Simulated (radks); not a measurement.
Q: Spin polarisation of the 4f7 shell in the gadolinium ion Gd3+. Start: [Xe] 4f(up 3.5, down 3.5); electrons of 4f are moved from spin down to spin up, other shells keep equal spins. Method: scalar-relativistic Kohn-Sham, r2SCAN, spin-polarised, spherical densities, finite nucleus; meta-GGA in the generalised Kohn-Sham scheme; Fermi nuclear charge, rms radius of each element as measured or else 0.836 A^(1/3) + 0.57 fm; computed with a radial shooting solver on a logarithmic mesh with Libxc functionals. Estimate the energy gained and the exchange splitting at a moment of 7 Bohr magnetons.

A: At moment 7 the spin-polarisation energy is -12.862 eV and the 4f exchange splitting 7.336 eV, that is 1.048 eV per Bohr magneton; E = -I m^2/4 would give I = 1.050 eV.
